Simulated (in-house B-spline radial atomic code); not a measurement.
## Xe7+: [Kr] 4d10 5s1

Computed with a B-spline radial code for spherical atoms: non-relativistic B97-1, spin-polarised, spherical fractional occupations, exact exchange averaged over the configuration, point nucleus.

Screening seen three ways: the hydrogenic charge with the same mean radius, Z_r = [3n² - l(l+1)]/(2<r>), the one with the same energy, Z_e = n√(-2ε), and Slater's rules. Values are occupation-weighted means over spin.

```csv
shell,electrons,ε (eV),<r> (bohr),Z_r,Z_e,Slater
1s,2,-33100,0.02814,53.30,49.32,53.70
2s,2,-5120.5,0.121,49.59,38.80,49.85
2p,6,-4821.8,0.103,48.53,37.65,49.85
3s,2,-1128,0.3201,42.18,27.32,42.75
3p,6,-1001.4,0.3104,40.27,25.74,42.75
3d,10,-766.8,0.2809,37.38,22.52,32.85
4s,2,-280.01,0.7435,32.28,18.15,26.25
4p,6,-234.4,0.7729,29.76,16.60,26.25
4d,10,-155.54,0.8526,24.63,13.52,14.85
5s,1,-97.546,1.654,22.67,13.39,10.70
```

The least bound orbital is 5s up at -97.55 eV, and it is also the most diffuse (<r> = 1.654 bohr).
